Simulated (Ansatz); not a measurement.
`[OH][Sn][OH]` + HCl → `[OH][Sn][Cl]` + H₂O  (ligand exchange at the Sn–O bond)

Computed with Ansatz on PBE0-D4/def2-TZVP structures; ΔE is electronic, products minus reactants. CCSD(T)/CBS is the MP2 limit (def2-TZVPP, def2-QZVPP) plus CCSD(T) − MP2 in def2-TZVPP, frozen cores. This one scheme is used for every species. Functionals use def2-TZVPP. B3LYP here is the variant with VWN-RPA as its local correlation; programs differ in this. HSE06 is defined as in plane-wave codes. def2 core potentials past Kr. For Sn outer-core shells are correlated without core-valence functions, which leaves a few kJ/mol of doubt a bond. One conformer a species, not always the lowest.

`[OH][Sn][OH]`:

Z-matrix (Å, degrees):
```
O
Sn 1 1.987
H 1 0.960 2 116.9
O 2 1.966 1 91.9 3 180.0
H 4 0.964 2 111.9 1 0.0
```

HCl:

Cartesian coordinates in Å:
```
Cl 0.010 0.489 0.412
H -0.010 -0.489 -0.412
```

`[OH][Sn][Cl]`:

Cartesian coordinates in Å:
```
O 0.640 -0.759 0.133
Sn -0.507 0.525 -0.833
Cl -1.241 1.619 1.127
H 1.108 -1.384 -0.427
```

H₂O:

```xyz
3

O     0.113    0.318   -0.193
H    -0.151    0.257    0.727
H     0.038   -0.575   -0.534
```

```json
{"level": "LDA (SPW92)", "ΔE (kcal/mol)": "-13.3", "difference from CCSD(T)/CBS": "1.1"}
{"level": "PBE-D4", "ΔE (kcal/mol)": "-14.5", "difference from CCSD(T)/CBS": "-0.1"}
{"level": "revPBE-D4", "ΔE (kcal/mol)": "-14.5", "difference from CCSD(T)/CBS": "-0.1"}
{"level": "BLYP-D4", "ΔE (kcal/mol)": "-13.8", "difference from CCSD(T)/CBS": "0.6"}
{"level": "r2SCAN-D4", "ΔE (kcal/mol)": "-14.4", "difference from CCSD(T)/CBS": "0.0"}
{"level": "B97M-V", "ΔE (kcal/mol)": "-14.5", "difference from CCSD(T)/CBS": "-0.1"}
{"level": "PBE0-D4", "ΔE (kcal/mol)": "-15.7", "difference from CCSD(T)/CBS": "-1.3"}
{"level": "B3LYP-D4", "ΔE (kcal/mol)": "-14.9", "difference from CCSD(T)/CBS": "-0.5"}
{"level": "r2SCANh-D4", "ΔE (kcal/mol)": "-14.9", "difference from CCSD(T)/CBS": "-0.5"}
{"level": "r2SCAN0-D4", "ΔE (kcal/mol)": "-15.6", "difference from CCSD(T)/CBS": "-1.2"}
{"level": "CAM-B3LYP-D4", "ΔE (kcal/mol)": "-13.5", "difference from CCSD(T)/CBS": "0.9"}
{"level": "ωB97X-V", "ΔE (kcal/mol)": "-13.7", "difference from CCSD(T)/CBS": "0.7"}
{"level": "ωB97M-V", "ΔE (kcal/mol)": "-14.2", "difference from CCSD(T)/CBS": "0.2"}
{"level": "B2PLYP", "ΔE (kcal/mol)": "-13.8", "difference from CCSD(T)/CBS": "0.6"}
{"level": "PBE-QIDH", "ΔE (kcal/mol)": "-15.1", "difference from CCSD(T)/CBS": "-0.7"}
{"level": "PBE", "ΔE (kcal/mol)": "-14.3", "difference from CCSD(T)/CBS": "0.1"}
{"level": "revPBE", "ΔE (kcal/mol)": "-14.6", "difference from CCSD(T)/CBS": "-0.2"}
{"level": "BLYP", "ΔE (kcal/mol)": "-13.5", "difference from CCSD(T)/CBS": "0.9"}
{"level": "r2SCAN", "ΔE (kcal/mol)": "-14.3", "difference from CCSD(T)/CBS": "0.1"}
{"level": "PBE0", "ΔE (kcal/mol)": "-15.5", "difference from CCSD(T)/CBS": "-1.1"}
{"level": "B3LYP", "ΔE (kcal/mol)": "-14.5", "difference from CCSD(T)/CBS": "-0.1"}
{"level": "r2SCANh", "ΔE (kcal/mol)": "-14.8", "difference from CCSD(T)/CBS": "-0.4"}
{"level": "r2SCAN0", "ΔE (kcal/mol)": "-15.5", "difference from CCSD(T)/CBS": "-1.1"}
{"level": "HSE06", "ΔE (kcal/mol)": "-15.7", "difference from CCSD(T)/CBS": "-1.3"}
{"level": "CAM-B3LYP", "ΔE (kcal/mol)": "-13.3", "difference from CCSD(T)/CBS": "1.1"}
{"level": "LC-ωPBE", "ΔE (kcal/mol)": "-13.2", "difference from CCSD(T)/CBS": "1.2"}
{"level": "HF/def2-SVP", "ΔE (kcal/mol)": "-18.1", "difference from CCSD(T)/CBS": "-3.7"}
{"level": "MP2/def2-SVP", "ΔE (kcal/mol)": "-13.0", "difference from CCSD(T)/CBS": "1.4"}
{"level": "CCSD/def2-SVP", "ΔE (kcal/mol)": "-13.6", "difference from CCSD(T)/CBS": "0.8"}
{"level": "CCSD(T)/def2-SVP", "ΔE (kcal/mol)": "-13.3", "difference from CCSD(T)/CBS": "1.1"}
{"level": "HF/def2-TZVPP", "ΔE (kcal/mol)": "-16.7", "difference from CCSD(T)/CBS": "-2.3"}
{"level": "MP2/def2-TZVPP", "ΔE (kcal/mol)": "-13.7", "difference from CCSD(T)/CBS": "0.7"}
{"level": "SCS-MP2/def2-TZVPP", "ΔE (kcal/mol)": "-13.3", "difference from CCSD(T)/CBS": "1.1"}
{"level": "CCSD/def2-TZVPP", "ΔE (kcal/mol)": "-13.6", "difference from CCSD(T)/CBS": "0.8"}
{"level": "CCSD(T)/def2-TZVPP", "ΔE (kcal/mol)": "-13.2", "difference from CCSD(T)/CBS": "1.2"}
{"level": "HF/def2-QZVPP", "ΔE (kcal/mol)": "-16.8", "difference from CCSD(T)/CBS": "-2.4"}
{"level": "MP2/def2-QZVPP", "ΔE (kcal/mol)": "-14.4", "difference from CCSD(T)/CBS": "0.0"}
{"level": "SCS-MP2/def2-QZVPP", "ΔE (kcal/mol)": "-14.0", "difference from CCSD(T)/CBS": "0.4"}
{"level": "HF/CBS(def2)", "ΔE (kcal/mol)": "-16.8", "difference from CCSD(T)/CBS": "-2.4"}
{"level": "CCSD/CBS(def2)", "ΔE (kcal/mol)": "-14.8", "difference from CCSD(T)/CBS": "-0.4"}
{"level": "CCSD(T)/CBS", "ΔE (kcal/mol)": "-14.4", "difference from CCSD(T)/CBS": "0"}
```

Largest T1 diagnostic among the species: 0.018.

From PBE to PBE0 (25 % exact exchange), in def2-TZVPP and without D4, ΔE moves by −1.3 kcal/mol. Leaving LDA and LC-ωPBE aside and taking each functional with its dispersion term where it has one, the values, not all of them listed here, spread over 2.5 kcal/mol, from BHLYP-D4 to CAM-B3LYP-D4. LDA lies +1.0 kcal/mol from PBE without D4. At CCSD(T), def2-SVP lies +1.1 kcal/mol from the extrapolated value and def2-TZVPP +1.2 kcal/mol.
